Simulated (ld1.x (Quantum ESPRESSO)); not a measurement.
hafnium, TM semilocal: configuration errors across variants

| Property | Result |
| --- | --- |
| Element | hafnium (Hf) |
| Generator | ld1.x (Quantum ESPRESSO) 7.5 |
| Type | norm-conserving Troullier–Martins (semilocal form) |
| Functional | revPBE |
| Relativity | scalar-relativistic |
| Frozen core | [Xe] |
| Valence charge | 18 |
| Reference configuration | 4f13 5d3 6s2 6p0 |
| Partial waves | 6s (bound): rc 2.20 bohr; 6p (bound, empty): rc 3.15 bohr; 4f (bound): rc 1.10 bohr; 5d (bound): rc 2.60 bohr |
| Local potential | the d channel |
| Core correction | Bessel-smoothed model core, default radius (core density twice the valence density) |

All-electron excitation energies from the reference (eV): (1) 4f14 5d2 6s2 6p0 -17.555; (2) 4f14 5d2 6s1 6p0 -9.652; (3) 4f14 5d2 6s0 6p0 4.379; (4) 4f14 5d2.5 6s1.5 6p0 -16.302; (5) 4f13 5d3 6s1 6p0 8.253; (6) 4f14 5d1 6s2 6p0 -11.115; (7) 4f14 5d2 6s0 6p1 -5.015.

A semilocal file is local in each channel, so a ghost entry of none says nothing of the separable form that plane-wave codes build from it.

Errors AE − PS in meV (a dash: test not solved or not reliable):

| change | (1) | (2) | (3) | (4) | (5) | (6) | (7) | bound ghosts |
| --- | --- | --- | --- | --- | --- | --- | --- | --- |
| base | -924 | -1042 | -1159 | -1052 | -6.9 | -760 | -997 | none |
| wave 5d (bound): rc 2.60 bohr becomes 5d (bound): rc 1.78 bohr | -882 | -1005 | -1129 | -1013 | -7.1 | -714 | -964 | none |
| wave 5d (bound): rc 2.60 bohr becomes 5d (bound): rc 2.38 bohr | -895 | -1016 | -1138 | -1025 | -7.0 | -728 | -974 | none |
| wave 5d (bound): rc 2.60 bohr becomes 5d (bound): rc 2.56 bohr | -924 | -1042 | -1159 | -1052 | -6.9 | -760 | -997 | none |
| wave 5d (bound): rc 2.60 bohr becomes 5d (bound): rc 3.00 bohr | -1037 | -1140 | -1241 | -1156 | -6.8 | -880 | -1087 | none |
| wave 5d (bound): rc 2.60 bohr becomes 5d (bound): rc 3.28 bohr | -1160 | -1245 | -1329 | -1269 | -7.7 | -1003 | -1181 | none |
| wave 5d (bound): rc 2.60 bohr becomes 5d (bound): rc 3.58 bohr | -1277 | -1343 | -1410 | -1375 | -9.9 | -1116 | -1266 | none |
| wave 5d (bound): rc 2.60 bohr becomes 5d (bound): rc 3.90 bohr | -1462 | -1495 | -1537 | -1542 | -16 | -1287 | -1397 | none |

(1) Give the same row for: wave 5d (bound): rc 2.60 bohr becomes 5d (bound): rc 2.10 bohr.

Answers

(1) -876, -1000, -1124, -1008, -7.1, -706, -959; bound ghosts: none.
